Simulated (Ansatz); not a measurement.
CH$_{2}$GaN (`N#[C][GaH2]`) at its PBE0-D4/def2-TZVP geometry, where that method's forces vanish. Charge 0, multiplicity 1.

| atom | x (Å) | y (Å) | z (Å) |
| --- | --- | --- | --- |
| N1 | 1.2960 | 1.8712 | -0.6431 |
| C2 | 0.6635 | 0.9586 | -0.3299 |
| Ga3 | -0.4042 | -0.5835 | 0.2006 |
| H4 | 0.3567 | -1.9321 | 0.3174 |
| H5 | -1.9121 | -0.3142 | 0.4551 |

(1) For each bond, give half the difference of the two atoms' forces along it (eV/Å; positive pushes the atoms apart) under PBE-D4, r2SCAN-D4, B3LYP-D4, ωB97M-V in def2-TZVPP. (Estimate.)

Answers

(1) Computed: 
| bond | length (Å) | PBE-D4 | r2SCAN-D4 | B3LYP-D4 | ωB97M-V |
| --- | --- | --- | --- | --- | --- |
| N1–C2 | 1.154 | 1.50 | 0.59 | 0.02 | -0.28 |
| C2–Ga3 | 1.949 | -0.71 | -0.30 | 0.10 | 0.25 |
| Ga3–H4 | 1.553 | 0.04 | -0.07 | -0.04 | -0.12 |
| Ga3–H5 | 1.553 | 0.04 | -0.07 | -0.04 | -0.12 |

B3LYP here is the variant with VWN-RPA as its local correlation; programs differ in this.
